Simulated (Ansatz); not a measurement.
Computed with Ansatz on PBE0-D4/def2-TZVP structures; ΔE is electronic, products minus reactants. CBS: MP2 limit from def2 TZ/QZ plus the TZ coupled-cluster correction, frozen cores. Each species was taken in one conformer, which may not be the lowest.

`C[C@H]1C[Si@H]1Cl` → `C=C([SiH3])CCl`  (isomerisation)

```
        level  ΔE (kJ/mol)
HF/def2-TZVPP         89.2
MP2/CBS(def2)        127.2
```

**Question.** What does CCSD(T)/CBS give? (An estimate is asked.)

**Answer.** The calculation gave: +112.6 kJ/mol. The listed levels differ from it by -23.4, 14.6 kJ/mol.

Largest T1 diagnostic among the species: 0.011.

From PBE to PBE0 (25 % exact exchange), in def2-TZVPP and without D4, ΔE moves by +6.6 kJ/mol. In def2-TZVPP, CCSD(T) changes the Hartree–Fock value by +19.6 kJ/mol (the triples alone add −0.8 kJ/mol) and MP2 by +34.2 kJ/mol.
